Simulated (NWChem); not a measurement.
CH₂ClF; SMILES ClCF

Results from NWChem. Pople sets run with spherical d functions. The geometry was optimised at PBE0/def2-SVP.

Taking B3LYP/aug-cc-pVTZ as the yardstick, which of these has the fewest basis functions while keeping “highest occupied level (eV)” within 0.1 eV of it: B3LYP/STO-3G; B3LYP/6-31+G*; B3LYP/6-31G*; B3LYP/def2-SVP; B3LYP/6-311++G**; B3LYP/3-21G; B3LYP/def2-SVPD; B3LYP/def2-TZVP?

B3LYP/6-31+G*.
```csv
level,basis functions,highest occupied level (eV)
B3LYP/STO-3G,21,-6.11
B3LYP/3-21G,35,-8.41
B3LYP/6-31G*,50,-8.39
B3LYP/def2-SVP,56,-8.23
B3LYP/6-31+G*,62,-8.64
B3LYP/def2-SVPD,86,-8.68
B3LYP/6-311++G**,88,-8.66
B3LYP/def2-TZVP,111,-8.54
B3LYP/aug-cc-pVTZ,188,-8.62
```

The yardstick is one finite set, not the basis-set limit.
